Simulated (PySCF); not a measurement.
**Pd+ (palladium, charge +1) across methods**

[Kr] 4d9, 2D determinant. Computed with PySCF 2.14 in aug-cc-pwCVDZ-PP with ECP28MDF (6s6p5d3f, 70 functions), with a scalar-relativistic core potential.

```tsv
method	E (hartree)	mean ε 4p β (eV)	mean ε 4d α (eV)	mean ε 4d β (eV)	Σ⟨r²⟩ (bohr²)	⟨S²⟩
r2SCANh	-127.1484	-65.299	-15.757	-14.923	32.95	0.760
PBE0	-127.1250	-66.195	-16.636	-15.853	33.04	0.754
LDA	-126.8711	-62.643	-15.145	-14.431	33.61	0.753
UHF	-126.37731	-76.316	-21.108	-20.010	32.45	0.756
PBE	-127.1339	-62.513	-14.889	-14.189	33.44	0.755
CAM-B3LYP	-127.0931	-67.616	-18.162	-17.423	33.26	0.752
B97-3	-127.1634	-66.458	-16.653	-15.908	32.98	0.752
M06-L	-127.2153	-63.408	-14.708	-13.826	32.69	0.763
```

Question: Estimate the same row for r2SCAN.

Answer: E (hartree) = -127.1597; mean ε 4p β (eV) = -64.022; mean ε 4d α (eV) = -15.064; mean ε 4d β (eV) = -14.251; Σ⟨r²⟩ (bohr²) = 33.04; ⟨S²⟩ = 0.762.

Energies and moments cover only the electrons outside the core potential.
